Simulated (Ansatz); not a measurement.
Reaction (substitution at a C–O bond): `C[O][Sn]([OH])([F])[Cl]` + `C[SiH2][NH][AlH2]` → `C[SiH2][N](C)[AlH2]` + `[OH][Sn]([OH])([F])[Cl]`

Gas-phase electronic energies from Ansatz, PBE0-D4/def2-TZVP geometries. CCSD(T)/CBS is the MP2 limit (def2-TZVPP, def2-QZVPP) plus CCSD(T) − MP2 in def2-TZVPP, frozen cores. DFT in def2-TZVPP. B3LYP here is the variant with VWN-RPA as its local correlation; programs differ in this. Elements past krypton have def2 core potentials. For Sn outer-core shells are correlated without core-valence functions, which leaves a few kJ/mol of doubt a bond. One conformer a species, not always the lowest.

`C[O][Sn]([OH])([F])[Cl]`:

```xyz
10

C     1.507    0.886    0.347
O     0.509    0.864   -0.660
Sn   -1.070   -0.214   -0.453
O    -0.601   -2.090   -0.457
F    -2.147    0.173   -1.963
Cl   -2.287    0.309    1.428
H     1.965   -0.098    0.492
H     1.115    1.240    1.307
H     2.279    1.582    0.015
H    -1.271   -2.651   -0.055
```

`C[SiH2][NH][AlH2]`:

```xyz
12

C     1.276    1.170   -1.061
Si    0.826   -0.358   -0.087
N    -0.880   -0.644   -0.032
Al   -1.975   -0.679    1.372
H     2.361    1.313   -1.074
H     0.939    1.088   -2.098
H     0.819    2.062   -0.625
H     1.539   -1.521   -0.693
H     1.272   -0.217    1.326
H    -1.304   -0.833   -0.931
H    -3.504   -0.992    1.100
H    -1.370   -0.389    2.804
```

`C[SiH2][N](C)[AlH2]`:

Z-matrix (Å, degrees):
```
C
Si 1 1.869
H 1 1.093 2 111.1
H 1 1.094 2 110.2 3 -119.8
H 1 1.093 2 111.5 3 120.8
N 2 1.733 1 113.0 3 -60.1
H 2 1.488 1 110.3 3 59.6
H 2 1.495 1 108.0 3 178.7
Al 6 1.783 2 123.8 1 118.6
C 6 1.462 2 115.8 1 -63.0
H 9 1.586 6 116.3 2 178.0
H 9 1.581 6 119.3 2 -2.3
H 10 1.097 6 111.6 2 -56.0
H 10 1.094 6 111.0 2 -175.7
H 10 1.096 6 112.0 2 64.5
```

`[OH][Sn]([OH])([F])[Cl]`:

Cartesian coordinates in Å:
```
O 0.846 -0.688 -1.231
Sn -0.253 -0.128 0.259
O 0.537 1.434 1.064
F -1.967 0.275 -0.465
Cl -0.579 -1.714 1.865
H 0.341 -1.109 -1.933
H 1.076 1.931 0.440
```

CCSD(T)/CBS gives -3.0 kcal/mol.

(1) Another level gave -2.7 kcal/mol. Which?
A. HF/def2-TZVPP
B. MP2/def2-TZVPP
C. PBE/def2-TZVPP
D. B3LYP/def2-TZVPP

Largest T1 diagnostic among the species: 0.014.

Results:

(1) C. PBE -2.7, MP2/def2-TZVPP -4.1, HF/def2-TZVPP 0.3, B3LYP -1.3 kcal/mol.

In def2-TZVPP, CCSD(T) changes the Hartree–Fock value by −3.5 kcal/mol (the triples alone add −0.4 kcal/mol) and MP2 by −4.4 kcal/mol. The D4 term adds −1.2 kcal/mol with B3LYP and −0.6 kcal/mol with PBE0; it sums over pairs of atoms, weighted by their polarisabilities, and B3LYP, whose exchange is more repulsive, gets the larger term.

CCSD(T)/CBS has its own doubt, a few kJ/mol and more with outer-core shells, so smaller differences from it don't rank the levels.
